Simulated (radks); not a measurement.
Kinetic energies: the exact non-interacting value of the Kohn-Sham orbitals and orbital-free approximations, as 100 (|E| - |E exact|)/|E exact|, negative where the magnitude is too small. Species: Re [Xe] 4f14 5d5 6s2; N [He] 2s2 2p3. Calculated with a radial shooting solver on a logarithmic mesh with Libxc functionals: non-relativistic Kohn-Sham, exchange-only LDA, spin-polarised, spherical densities, point nucleus. Every spin shell is full or empty, so the densities are truly spherical. Functionals are evaluated on that one density, not self-consistently.

| functional | Re | N |
|---|---|---|
| exact (hartree) | 15772.7 | 53.7093 |
| Thomas-Fermi | -4.75 | -9.21 |
| TF + vW | +31.43 | +71.65 |
| TF + vW/9 | -0.73 | -0.22 |
| TF + vW/5 | +2.49 | +6.96 |
| APBEK | +0.01 | +0.15 |
| revAPBEK | +0.15 | +0.79 |
| Thakkar | -0.80 | +0.16 |
| Pearson | -0.89 | -3.21 |
| PG1 | +12.68 | +37.84 |
| DePristo-Kress | -0.23 | -0.77 |
| Ernzerhof | -0.51 | +1.21 |
